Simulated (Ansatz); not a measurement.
AsH2 (SMILES [AsH2]): from total energies to a heat of formation

AsH2 has 3 atoms, charge 0, and is taken as a doublet. SMILES: `[AsH2]`. The coordinates come from a PBE0-D4/def2-TZVP relaxation.

```xyz
3

As   -0.5733    0.3274   -0.2748
H     0.6804    0.7957    0.4591
H    -0.1071   -1.1232   -0.1843
```

Total energies at UB3LYP/cc-pVTZ (Ansatz 0.2.0); the atoms run unrestricted:

| species | state | energy (Eh) |
| --- | --- | --- |
| AsH2 | doublet | -2237.125828 |
| As | quartet | -2235.891306 |
| H | doublet | -0.502156 |

Harmonic wavenumbers at UPBE0-D4/def2-TZVP, in cm⁻¹: 1004, 2198, 2209.

Measured heats of formation of the gaseous atoms at 298.15 K, in kJ/mol: As 302.5, H 218.0. Take 1 Eh = 2625.50 kJ/mol, 1 cm⁻¹ = 0.0119627 kJ/mol, RT = 2.479 kJ/mol.

Question: Work out the heat of formation of the gas at 298 K.

Answer: 
1. Electronic atomisation energy: (-2235.891306) + 2 × (-0.502156) − (-2237.125828) = 0.230210 Eh = 604.4 kJ/mol.
2. Zero-point energy: half the sum of the wavenumbers, 2705.5 cm⁻¹ = 32.4 kJ/mol.
3. Thermal vibrational enthalpy, Σ hcν̃/(exp(hcν̃/kT) − 1): 0.1 kJ/mol. Translation, rotation and pV of a non-linear molecule: 4 RT = 9.9 kJ/mol.
4. The 3 free atoms carry 5/2 RT each: 18.6 kJ/mol.
5. Atomisation enthalpy at 298 K: 604.4 − 32.4 − 0.1 − 9.9 + 18.6 = 580.6 kJ/mol.
6. Sum of the atoms' heats of formation: 738.5 kJ/mol. Heat of formation: 738.5 − 580.6 = +157.9 kJ/mol.

No measured value is set beside it here. Relativity is left out. Anharmonicity and any spin-orbit splitting of the molecule are left out.
